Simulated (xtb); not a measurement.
Mo(NMe)(S)(F)(SH) (CH4FMoNS2), SMILES [N](C)=[Mo](=[S])([F])[SH], multiplicity 1. All values are semi-empirical tight-binding results from xtb (GFN2-xTB unless named), good for trends rather than for accurate numbers. Geometry optimised at GFN2-xTB. The multiplicity is an assumed one; other spin states were not compared. Other conformers were not sampled.

Optimised geometry:

Bonds (Å): Mo1–N2 1.734, Mo1–S7 2.146, Mo1–F8 1.813, Mo1–S9 2.331, N2–C3 1.403, C3–H4 1.099, C3–H5 1.095, C3–H6 1.095, S9–H10 1.336. Bond angles (°): N2–Mo1–S7 112.2, N2–Mo1–F8 112.7, N2–Mo1–S9 105.5, S7–Mo1–F8 108.9, S7–Mo1–S9 104.7, F8–Mo1–S9 112.6, Mo1–N2–C3 169.1, N2–C3–H4 109.8, N2–C3–H5 110.2, N2–C3–H6 110.9, H4–C3–H5 108.4, H4–C3–H6 109.0, H5–C3–H6 108.5, Mo1–S9–H10 101.6.
Charge 0, spin multiplicity 1.

For metal compounds this method's bond lengths and energies can be far off.

```json
{
 "orbital_gap": "2.08 eV",
 "zero_point_energy": "32.6 kcal/mol",
 "G − E(el) at 298.15 K (modified RRHO)": "9.6 kcal/mol"
}
```

Computed atomic charges and the Wiberg bond orders between heavy atoms:
charges (e) Mo1 0.70, N2 -0.32, C3 -0.01, H4 0.08, H5 0.08, H6 0.07, S7 -0.30, F8 -0.29, S9 -0.22, H10 0.21. Bond orders Mo1–N2 2.20, N2–C3 1.06, Mo1–S7 2.20, Mo1–F8 1.06, Mo1–S9 1.36.
